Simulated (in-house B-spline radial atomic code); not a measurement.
The numbers below are computed, except where a source is named.
C6 from the polarisability at imaginary frequency: Sn III (Sn2+)

PBE0 linear response of the closed shell [Kr] 4d10 5s2, from a B-spline radial code for spherical atoms; scalar-relativistic (spin-free one-electron X2C), finite nucleus, no spin-orbit coupling; shells from n = 3 respond.

The dispersion coefficient of two like species is C6 = (3/π) ∫ α(iu)² du from 0 to ∞.

```
u (hartree)  α(iu) (bohr³)
          0          15.57
      0.156          13.53
      0.364          9.017
      0.624          5.705
       1.04          3.489
       1.56          2.319
       2.34          1.479
       3.64         0.8378
        5.2         0.4975
       7.79         0.2633
         13         0.1148
         26        0.03752
```

Q: Fit one oscillator, α(iu) = α(0)/(1 + u²/ω²), through u = 3.64 and estimate C6.

A: From α(0)/α(iu) − 1 = 15.57/0.8378 − 1 = 17.5844, ω = u/√17.5844 = 0.8680 hartree (23.6 eV). London's formula gives C6 = (3/4) α(0)² ω = 0.75 × 15.57² × 0.8680 = 157.8 hartree·bohr⁶, and the oscillator holds f = α(0) ω² = 11.73 electrons, of a sum of oscillator strengths of 41.4.

Q: How does that compare with the full integral?

A: The program's quadrature over all excitations gives C6 = 88.36, so the single oscillator is off by +78.6 %. At the last point the fit gives α = 0.0173 against 0.0375: higher excitations, and deeper shells where there are any, keep the true curve higher at large u.
